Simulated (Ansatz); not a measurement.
Frontier orbitals of CH8B2N2, SMILES `BNBNC`.

Charge 0, multiplicity 1. The geometry is a stationary point of PBE0-D4/def2-TZVP. It is one conformer, not always the lowest. Basis def2-TZVPP, the Gaussian-basis code of Ansatz.

```
functional  HOMO (eV)  LUMO (eV)
   r2SCAN0      -7.53      -0.14
```

Task: Give HOMO and LUMO (eV) with LDA (SPW92), PBE, revPBE, BLYP, r2SCAN, B97M-V, PBE0, B3LYP, r2SCANh, HSE06 (plane-wave form), BHLYP, CAM-B3LYP, LC-ωPBE, ωB97X-V, ωB97M-V, HF. (Estimate.)

Result: Ansatz gave: 
| functional | HOMO | LUMO |
| --- | --- | --- |
| LDA (SPW92) | -6.29 | -1.58 |
| PBE | -6.13 | -1.32 |
| revPBE | -6.06 | -1.21 |
| BLYP | -5.99 | -1.16 |
| r2SCAN | -6.33 | -0.96 |
| B97M-V | -6.43 | -1.05 |
| PBE0 | -7.37 | -0.36 |
| B3LYP | -7.14 | -0.57 |
| r2SCANh | -6.80 | -0.63 |
| HSE06 (plane-wave form) | -6.97 | -0.74 |
| BHLYP | -8.54 | 0.64 |
| CAM-B3LYP | -8.74 | 0.71 |
| LC-ωPBE | -10.11 | 1.87 |
| ωB97X-V | -9.74 | 1.77 |
| ωB97M-V | -9.68 | 1.51 |
| HF | -10.43 | 2.92 |

B3LYP here is the variant with VWN-RPA as its local correlation; programs differ in this. LC-ωPBE has ω = 0.4 bohr⁻¹. Positive LUMOs are unbound and depend on the basis.
